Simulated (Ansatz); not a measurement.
Frontier orbitals of `[SiH3][N]([SiH3])[InH2]`.

Z-matrix (Å, degrees):
```
Si
In 1 3.288
N 1 1.727 2 32.8
H 1 1.488 2 76.5 3 -179.1
H 1 1.491 2 124.7 3 -75.7
H 1 1.491 2 123.7 3 77.6
Si 2 3.288 1 54.0 3 -0.0
H 2 1.708 1 140.4 3 -0.5
H 2 1.708 1 86.4 3 179.6
H 7 1.488 2 76.5 1 179.5
H 7 1.491 2 124.5 1 76.1
H 7 1.491 2 124.0 1 -77.2
```

The species carries charge 0 and has multiplicity 1. Correlated methods include outer-core shells of In, which these sets cover unevenly. In takes the def2 core potential. The structure was optimised at the PBE0-D4/def2-TZVP level. Basis def2-TZVPP, Ansatz 0.2.0.

Orbital energies of one run (eV). Highest occupied ones, from the top: -6.19, -7.30, -7.34, -7.94, -7.96, -8.78, -8.95, -9.22, -10.89, -12.23, -13.32, -18.52, -18.89, -18.95. Empty: -2.33, -1.33, -0.45, 0.21, 0.46, 0.61.

Which functional gave them?
A. r2SCAN0
B. revPBE
C. r2SCANh
D. PBE0

B. HOMO energies: revPBE -6.19, PBE0 -7.44, r2SCANh -6.95, r2SCAN0 -7.63 eV.
